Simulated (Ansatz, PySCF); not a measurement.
The pair A = digermane (SMILES [GeH3][GeH3]) (first 8 atoms), B = CH4 (SMILES C); geometry from B3LYP-D3(BJ)/def2-TZVP.
(charge 0, multiplicity 1):
```xyz
13

Ge    -0.18822    -1.40851     0.65349
Ge    -0.36986     0.98919     0.25952
H      0.16948    -2.13197    -0.65749
H     -1.52507    -1.97020     1.16954
H      0.90449    -1.71286     1.69104
H      1.02862     1.61726     0.12085
H     -1.10313     1.68200     1.42010
H     -1.15310     1.25490    -1.03894
C      0.44749     0.33525     4.17593
H     -0.56936     0.23864     3.79825
H      0.85975    -0.65412     4.36725
H      1.06243     0.84730     3.43713
H      0.43640     0.91184     5.09976
```

Rows in 6-31G* carry no dispersion term and start afresh at each structure (6-31G* with six Cartesian d functions); the Pople sets are all-electron and without relativity.

Programs: Ansatz (Gaussian basis) for Hartree–Fock, density functionals and correlated methods; PySCF for 6-31G* rows. Each number belongs to the level named beside it.

Total energies (hartree), monomers frozen at their geometry in the pair:

```csv
structure,HF/6-31G*,HF/aug-cc-pVDZ,B3LYP/def2-TZVPPD
AB,-4193.8232033,-4194.3504891,-4198.2453225
A in the pair's basis,-4153.6296415,-4154.1523490,-4157.7075541
B in the pair's basis,-40.1952749,-40.1998116,-40.5391847
A,-4153.6294383,-4154.1518579,-4157.7073849
B,-40.1950925,-40.1996316,-40.5391542
```

Problem. Work out the interaction energy without and with the counterpoise correction, and the superposition error, for each level.

Solution. 
E(AB) − E(A) − E(B), times 627.509 kcal/mol, with the monomers in their own basis and then in the pair's basis:
- HF/6-31G*: 0.83 uncorrected, 1.07 corrected; the monomers gain 0.24 kcal/mol from borrowed functions
- HF/aug-cc-pVDZ: 0.63 uncorrected, 1.05 corrected; the monomers gain 0.42 kcal/mol from borrowed functions
- B3LYP/def2-TZVPPD: 0.76 uncorrected, 0.89 corrected; the monomers gain 0.13 kcal/mol from borrowed functions

Ansatz is a first-principles code.
